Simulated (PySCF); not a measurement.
Si(F)2(Et)(NH2) (C2H7F2NSi), SMILES CC[Si](N)(F)F.

Geometry optimised at B3LYP-D3(BJ)/def2-SVP. The values are those of a single conformer.

Two levels are set side by side: PBE/def2-TZVP (PySCF) and ωB97X/def2-TZVP (PySCF). Same geometry, gas phase. Differences are taken from unrounded values.

```csv
quantity,PBE
orbital gap (eV),6.34
highest occupied level (eV),-6.59
lowest empty level (eV),-0.25
dipole moment (D),2.62
mean polarisability (bohr³),55.8
```

**Question.** These are the PBE values. What does ωB97X give? (The exact figures need the calculation; the answer reports its results.)

**Answer.** 
```csv
quantity,ωB97X,PBE minus ωB97X
orbital gap (eV),13.26,-6.92
highest occupied level (eV),-10.68,4.08
lowest empty level (eV),2.59,-2.84
dipole moment (D),2.72,-0.09
mean polarisability (bohr³),52.8,3.0
```

PBE's occupied levels lie high since its potential decays too fast outside the molecule; exact exchange lowers them and widens the gap. PBE's more diffuse valence density responds more strongly to a field. Differences between two approximate levels are no errors against the true value.

Rough cost on one machine, each run with all the roots and properties that it gave: ωB97X against PBE within a factor of 2.
